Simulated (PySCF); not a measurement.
C$_{4}$H$_{9}$NaO, singlet, geometry from GFN2-xTB (such geometries of metal compounds can be far from the true shape); WB97X/STO-3G in PySCF.

PySCF was given this input:
```python
from pyscf import gto, scf, dft

mol = gto.Mole()
mol.atom = '''
    Na    1.414170    1.644525    0.991220
    O     0.006385    0.484381    0.826454
    C    -0.342108   -0.363581   -0.180341
    C     0.752610   -1.423459   -0.426438
    C    -1.651286   -1.099211    0.190440
    C    -0.576677    0.398836   -1.501876
    H     0.464123   -2.116155   -1.212720
    H     0.924299   -1.978177    0.492495
    H     1.683673   -0.923666   -0.712627
    H    -1.498791   -1.651429    1.112999
    H    -1.953790   -1.783880   -0.597437
    H    -2.435417   -0.366281    0.355935
    H     0.346679    0.909268   -1.794818
    H    -1.353274    1.144325   -1.350063
    H    -0.879683   -0.274339   -2.299518
'''
mol.basis = 'sto-3g'
mol.charge = 0
mol.spin = 0
mol.verbose = 4
mol.build()

mf = dft.RKS(mol)
mf.xc = 'wb97x'
mf.grids.level = 0
mf.kernel()
```

Q: Predict the main parts of the log of this PySCF run.

A: 
```
PySCF version 2.14.0

[INPUT] verbose = 4
[INPUT] num. atoms = 15
[INPUT] num. electrons = 52
[INPUT] charge = 0
[INPUT] spin (= nelec alpha-beta = 2S) = 0
[INPUT] symmetry False subgroup None
[INPUT] Mole.unit = angstrom
[INPUT] Symbol           X                Y                Z      unit          X                Y                Z       unit  Magmom
[...]
nuclear repulsion = 269.069933219976
number of shells = 29
number of NR pGTOs = 129
number of NR cGTOs = 43
basis = sto-3g
ecp = {}

******** <class 'pyscf.dft.rks.RKS'> ********
method = RKS
initial guess = minao
damping factor = 0
level_shift factor = 0
DIIS = <class 'pyscf.scf.diis.CDIIS'>
diis_start_cycle = 1
diis_space = 8
diis_damp = 0
SCF conv_tol = 1e-09
SCF conv_tol_grad = None
SCF max_cycles = 50
direct_scf = True
direct_scf_tol = 1e-13
XC library pyscf.dft.libxc version 7.1.2
    S. Lehtola, C. Steigemann, M. J. T. Oliveira, and M. A. L. Marques,  SoftwareX 7, 1–5 (2018)
XC functionals = wb97x
    J.-D. Chai and M. Head-Gordon,  J. Chem. Phys. 128, 084106 (2008)
radial grids:
    Treutler-Ahlrichs [JCP 102, 346 (1995); DOI:10.1063/1.469408] (M4) radial grids

becke partition: Becke, JCP 88, 2547 (1988); DOI:10.1063/1.454033
pruning grids: <function nwchem_prune>
grids dens level: 0
symmetrized grids: False
atomic radii adjust function: <function treutler_atomic_radii_adjust>
small_rho_cutoff = 0
Set gradient conv threshold to 3.16228e-05
Initial guess from minao.
tot grids = 12640
init E= -390.824225429147
[...]
cycle= 1 E= -390.195614058339  delta_E= 0.629  |g|= 0.711  |ddm|= 4.47
[...]
cycle= 2 E= -390.280412239904  delta_E= -0.0848  |g|= 0.621  |ddm|= 1.99
[...]
cycle= 3 E= -390.38816910701  delta_E= -0.108  |g|= 0.0391  |ddm|= 0.89
[...]
cycle= 4 E= -390.388760059349  delta_E= -0.000591  |g|= 0.0129  |ddm|= 0.075
[...]
cycle= 5 E= -390.388826333389  delta_E= -6.63e-05  |g|= 0.00215  |ddm|= 0.0235
[...]
cycle= 6 E= -390.388828952528  delta_E= -2.62e-06  |g|= 0.000609  |ddm|= 0.00463
[...]
cycle= 7 E= -390.388829227689  delta_E= -2.75e-07  |g|= 0.00011  |ddm|= 0.002
[...]
cycle= 8 E= -390.388829235643  delta_E= -7.95e-09  |g|= 1.83e-05  |ddm|= 0.000311
[...]
cycle= 9 E= -390.388829236077  delta_E= -4.34e-10  |g|= 4.23e-06  |ddm|= 8.57e-05
[...]
Extra cycle  E= -390.388829236095  delta_E= -1.85e-11  |g|= 1.8e-06  |ddm|= 1.47e-05
converged SCF energy = -390.388829236095
```
